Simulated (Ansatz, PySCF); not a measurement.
SnFCl3, SMILES [Cl][Sn]([Cl])([F])[Cl].

Coordinates come from a PBE0-D3(BJ)/def2-SVP optimisation. The def2 effective core potentials stand for the cores of Sn; spin–orbit coupling is left out.

Vertical ionisation energy (IE) and electron affinity (EA) in eV. Rows of orbital energies are one-electron estimates. Where ΔSCF, EOM or ADC give a negative EA the extra electron is unbound and the value depends on the basis.

```csv
level,IE,EA
"−ε(HOMO), −ε(LUMO), ωB97X/def2-TZVP (PySCF)",12.41,1.46
"−ε(HOMO), −ε(LUMO), PBE/def2-TZVP (PySCF)",8.45,4.41
"ΔSCF, CAM-B3LYP/def2-SVPD (Ansatz), final states of multiplicity 2 and 2",___,___
"ΔSCF, PBE/def2-SVPD (Ansatz), final states of multiplicity 2 and 2",11.35,2.01
```

Some entries are withheld; supply them. (The exact figures need the calculation; the answer reports its results.)


- ΔSCF, CAM-B3LYP/def2-SVPD (Ansatz, an electronic-structure program), final states of multiplicity 2 and 2, IE: 12.38
- ΔSCF, CAM-B3LYP/def2-SVPD (Ansatz), final states of multiplicity 2 and 2, EA: 2.01

What vertical singlet–triplet gap does ΔSCF give with CAM-B3LYP/def2-SVPD (Ansatz) and with PBE/def2-SVPD (Ansatz)? (The exact figures need the calculation; the answer reports its results.)

5.00 and 4.04 eV (triplet above singlet where positive).
